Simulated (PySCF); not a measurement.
## How methods differ on the ionisation energy of Nb²⁷⁺

Nb²⁷⁺ [Ne] 3s2 3p2 (3P) → Nb²⁸⁺ [Ne] 3s2 3p1 (2P), as a difference of total energies. All numbers are calculated (PySCF 2.14, the spin-free X2C one-electron Hamiltonian (Gaussian nucleus), in an uncontracted even-tempered set (18 s from 3.4 bohr⁻², ratio 2.5; 12 p from 4.4 bohr⁻², ratio 2.5; 5 d from 19 bohr⁻², ratio 2.7; 4 f from 28 bohr⁻², ratio 2.7)). Correlated levels: outer shells: 1s2 frozen; virtual orbitals above 40 to 60 times the deepest correlated orbital energy dropped. The calculations carry no spin-orbit coupling.

```csv
method,ionisation energy (eV)
UHF,1426.5
MP2 (outer shells),1427.0
SCS-MP2 (outer shells),1426.8
CCSD (outer shells),1426.9
CCSD(T) (outer shells),1426.9
```

Spin-orbit coupling is strong in these open shells (close to jj coupling). The scalar numbers leave it out and a first-order estimate fails, so it can dominate the gap to the real levels.

Breit and QED terms and the two-electron picture change are absent.

For comparison: 1439 ± 3 eV (semi-empirical (NIST evaluation); NIST Atomic Spectra Database, ionization energies).
